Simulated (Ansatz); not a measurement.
Cost and result for the atomization energy of CH5BFNO, SMILES `NC(O)BF` (10 atoms, 9 bonds).

| atom | x (Å) | y (Å) | z (Å) |
| --- | --- | --- | --- |
| N1 | -0.355 | -1.136 | 0.299 |
| C2 | -0.117 | 0.068 | -0.501 |
| O3 | 0.965 | -0.138 | -1.365 |
| B4 | 0.200 | 1.168 | 0.572 |
| F5 | -0.783 | 1.938 | 1.018 |
| H6 | 0.342 | -1.270 | 1.024 |
| H7 | -1.282 | -1.162 | 0.704 |
| H8 | -1.049 | 0.264 | -1.049 |
| H9 | 0.811 | -0.976 | -1.816 |
| H10 | 1.267 | 1.243 | 1.114 |

The species carries charge 0 and has multiplicity 1. The geometry is a stationary point of PBE0-D4/def2-TZVP. It is one conformer, not always the lowest. Program: Ansatz. All runs use 4 threads of an Arm Neoverse V2 on a shared host. Times are those of one run each, without the atoms' runs, and a repeat can differ threefold. Electronic energies, without spin–orbit coupling; frozen cores. CCSD(T)/CBS adds CCSD(T) − MP2 in def2-TZVPP to the MP2 limit, and its time is that of the two runs behind it. T1 = 0.013. B3LYP takes the VWN-RPA correlation (the form of Gaussian; ORCA's B3LYP/G).

CCSD(T)/CBS is a level of theory with its own doubt, some kJ/mol a heavy atom from the limit and from the frozen cores, so smaller differences don't rank the functionals.

```json
{"level": "PBE-D4/def2-TZVPP (with forces)", "functions": "225", "wall time": "1.9 s", "atomization (kcal/mol)": "943.3", "difference from CCSD(T)/CBS": "28.8", "per bond": "3.2"}
{"level": "PBE0-D4/def2-TZVPP", "functions": "225", "wall time": "1.9 s", "atomization (kcal/mol)": "918.0", "difference from CCSD(T)/CBS": "3.5", "per bond": "0.4"}
{"level": "B3LYP-D4/def2-TZVPP (with forces)", "functions": "225", "wall time": "3.1 s", "atomization (kcal/mol)": "917.8", "difference from CCSD(T)/CBS": "3.3", "per bond": "0.4"}
{"level": "r2SCAN-D4/def2-TZVPP (with forces)", "functions": "225", "wall time": "3.6 s", "atomization (kcal/mol)": "917.6", "difference from CCSD(T)/CBS": "3.1", "per bond": "0.3"}
{"level": "B2PLYP/def2-TZVPP", "functions": "225", "wall time": "3.9 s", "atomization (kcal/mol)": "908.5", "difference from CCSD(T)/CBS": "-6.0", "per bond": "-0.7"}
{"level": "ωB97X-V/def2-TZVPP", "functions": "225", "wall time": "5.5 s", "atomization (kcal/mol)": "917.9", "difference from CCSD(T)/CBS": "3.4", "per bond": "0.4"}
{"level": "ωB97M-V/def2-TZVPP (with forces)", "functions": "225", "wall time": "8 s", "atomization (kcal/mol)": "920.5", "difference from CCSD(T)/CBS": "6.0", "per bond": "0.7"}
{"level": "MP2/def2-QZVPP", "functions": "435", "wall time": "16 s", "atomization (kcal/mol)": "926.8", "difference from CCSD(T)/CBS": "12.3", "per bond": "1.4"}
{"level": "CCSD(T)/def2-TZVPP", "functions": "225", "wall time": "110 s", "atomization (kcal/mol)": "888.8", "difference from CCSD(T)/CBS": "-25.7", "per bond": "-2.9"}
{"level": "CCSD(T)/CBS(def2)", "functions": "–", "wall time": "2 min", "atomization (kcal/mol)": "914.5", "difference from CCSD(T)/CBS": "0.0", "per bond": "0.0"}
```

In def2-TZVPP, CCSD(T) changes the Hartree–Fock value by +244.8 kcal/mol (the triples alone add +14.9 kcal/mol) and MP2 by +267.5 kcal/mol; breaking electron pairs costs correlation energy, which Hartree–Fock lacks. From PBE to PBE0 (25 % exact exchange), in def2-TZVPP and without D4, the atomization energy moves by −24.7 kcal/mol: exact exchange takes away binding that semilocal exchange gives to molecules. The D4 term adds +5.7 kcal/mol with B3LYP and +2.9 kcal/mol with PBE0; it sums over pairs of atoms, weighted by their polarisabilities, and B3LYP, whose exchange is more repulsive, gets the larger term.
